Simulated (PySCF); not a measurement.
Ionisation energy along the 9-electron series

Calculated with PySCF 2.14 and a two-component X2C-1e Hamiltonian (Gaussian nucleus, no Breit or QED terms), each ion in its own even-tempered basis scaled to its charge; GMP2 freezes nothing and drops the highest virtual spinors. Values in eV. NIST values: (m) measured, (s) semi-empirical, (t) theoretical.

```tsv
ion	configuration	GHF (spin-free)	GMP2 (spin-free)	GHF (screened spin-orbit)	GMP2 (screened spin-orbit)	NIST
Xe⁴⁵⁺	[He] 2s2 2p5	7995.6	7997.2	7896.4	7897.9	7889 ± 4 (t)
Cs⁴⁶⁺	[He] 2s2 2p5	8338.9	8340.5	8231.1	8232.6	8224 ± 4 (t)
Ba⁴⁷⁺	[He] 2s2 2p5	8689.7	8691.3	8572.8	8574.4	8565 ± 4 (t)
```

Between Z = 54 and Z = 56 the GMP2 (screened spin-orbit) value grows as Z to the power 2.26.
